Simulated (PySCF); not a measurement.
# Threshold energies of SiI in a plasma

PBE in PySCF with def2-TZVPPD on every atom (core potentials on I), for the lowest determinant that a PBE0 search found; no spin–orbit coupling.

```
species  state (unpaired electrons)  Re (Å)  ωe (cm⁻¹)  energy of the minimum from the neutral (eV)  De (eV)  dissociates to
    SiI               doublet (π ↑)   2.461        350                                         0.00     3.50          Si + I
   SiI⁺      singlet (closed shell)   2.340        434                                         7.12     4.57         Si⁺ + I
   SiI⁻              triplet (π ↑↑)   2.664        240                                        -1.50     1.75         Si + I⁻
```

**Question.** Work out the lowest energy to break SiI into atoms, from its vibrational ground state.

**Answer.** D0 = De − ωe/2 = 3.50 − 0.02 = 3.48 eV (PBE/def2-TZVPPD).

**Question.** Work out the ionisation energy of the Si atom at this level and the threshold of dissociative ionisation.

**Answer.** IE(Si) = 7.12 + 4.57 − 3.50 = 8.19 eV, so Si⁺ + I + e⁻ appears at D0 + IE(Si) = 11.67 eV (PBE/def2-TZVPPD). The measured IE(Si) is 8.152 eV (NIST ASD).

**Question.** Work out the electron affinity of the I atom and the threshold of dissociative attachment.

**Answer.** EA(I) = 3.50 − 1.75 − (-1.50) = 3.25 eV, so Si + I⁻ needs D0 − EA(I) = 0.23 eV (PBE/def2-TZVPPD). The measured EA(I) is 3.059 eV.

**Question.** At which energy does ion-pair formation open?

**Answer.** Si⁺ + I⁻ lies at D0 + IE(Si) − EA(I) = 8.42 eV (PBE/def2-TZVPPD).

These are thermodynamic thresholds; the onsets seen under electron impact lie higher where the geometry changes, and cross-sections peak well above them.

These are scalar-relativistic numbers at best; spin–orbit coupling would shift them, the dissociation energy most. For an ion De counts to the pair picked by the measured ionisation energies or electron affinities, which need not be the lowest pair at this level. The highest Kohn–Sham level is positive in this anion. Much of that is self-interaction error, but it also means that the finite basis helps to hold the extra electron. States were picked by a PBE0 search and need not be the measured ground states.
